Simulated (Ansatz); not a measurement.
Series BiX3: binding per atom (eV) at several levels, gas phase, relaxed structures; Ansatz. Core potentials for Bi, I in the def2 sets, no spin–orbit coupling. Binding counts from free atoms in the multiplicity of their measured ground term, without zero-point energy. A dash marks a value that wasn't run or was left out as unsound. The structures are stationary points that may keep the symmetry of their start. Correlated methods freeze inner cores and use unrestricted references for open shells.

```csv
species,state,geometry,PBE-D4/def2-TZVP,r2SCAN-D4/def2-TZVP,PBE0-D4/def2-SVP,PBE0-D4/def2-TZVP,CAM-B3LYP-D4/def2-TZVP,MP2/def2-TZVP
BiI3,singlet,PBE-D4/def2-SVP,1.95,1.79,1.74,1.80,1.68,1.75
BiF3,singlet,PBE-D4/def2-TZVP,3.50,3.26,2.98,3.16,3.28,3.25
BiH3,singlet,PBE-D4/def2-TZVP,1.97,1.92,1.88,1.91,2.00,1.67
BiCl3,singlet,r2SCAN-D4/def2-SVP,2.60,2.45,2.35,2.43,–,2.34
BiMe3 (C3H9Bi),singlet,PBE0-D4/def2-SVP,3.65,3.58,3.59,3.59,3.60,–
```
